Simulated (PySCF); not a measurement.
These 3 structures share the formula C2H7BO. Theory: PySCF, PBE0-D3(BJ)/def2-SVP geometry optimisation, gas phase. One conformer each; no zero-point energy, no entropy. No frequencies were run at this level. Point groups hold within 0.08 Å.

**Question.** Rank from lowest to highest electronic energy at this level (kJ/mol).
A. BH2(OEt) (`[H]B([H])OCC`)
B. `[CH3:1][BH:2][O:3][CH3:4]` with C1–B2–O3–C4 179°
C. `[BH2:1][CH2:2][O:3][CH3:4]` with H–B1–C2–O3 4° and -178°, B1–C2–O3–C4 -177°

**Answer.** B (0.0), A (40.1), C (243.5).

As drawn, the lowest has a B–O bond, which the highest lacks.

```csv
SMILES,E (Eh),E rel (kJ/mol),dipole (D),point group,"A, B, C (MHz)"
CBOC,-180.19116,0.0,1.10,–,"36160, 3843, 3632"
[H]B([H])OCC,-180.17588,40.1,1.89,C1,"22771, 4605, 4482"
BCOC,-180.09842,243.5,1.62,near Cs,"31416, 4276, 3951"
```

**Question.** How do the relative energies change in single points at PBE0/pcSseg-1 (no added dispersion term) on the same geometries?

**Answer.** 
```
      SMILES  PBE0-D3(BJ)/def2-SVP (kJ/mol)  PBE0/pcSseg-1 (kJ/mol)  shift
        CBOC                            0.0                     0.0    0.0
[H]B([H])OCC                           40.1                    41.0   +0.9
        BCOC                          243.5                   240.3   -3.2
```

Each column counts from its own lowest isomer. The order is unchanged; the largest shift is 3.2 kJ/mol.
